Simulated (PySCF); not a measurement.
How methods differ on the excitation energy of Cr⁺

Cr⁺ [Ar] 3d5 (6S) → Cr⁺ [Ar] 3d4 4s1 (6D), as a difference of total energies. Calculation: PySCF 2.14, in aug-cc-pVDZ; the non-relativistic Hamiltonian (point nucleus). Correlated levels: valence: [Ar] frozen. The calculations carry no spin-orbit coupling.

```tsv
method	excitation energy (eV)
UHF	1.047
MP2 (valence)	1.668
SCS-MP2 (valence)	1.254
CCSD (valence)	1.656
CCSD(T) (valence)	1.667
```

How much does correlation contribute at CCSD(T) (valence)?

1.667 − (1.047) = 0.620 eV, measured against UHF.

These non-relativistic numbers lack the scalar-relativistic shift.

Errors of the correlated levels include the incompleteness of this basis and the frozen core.

For comparison: 1.522 eV (measured; NIST levels, between the centres of gravity of the two terms).
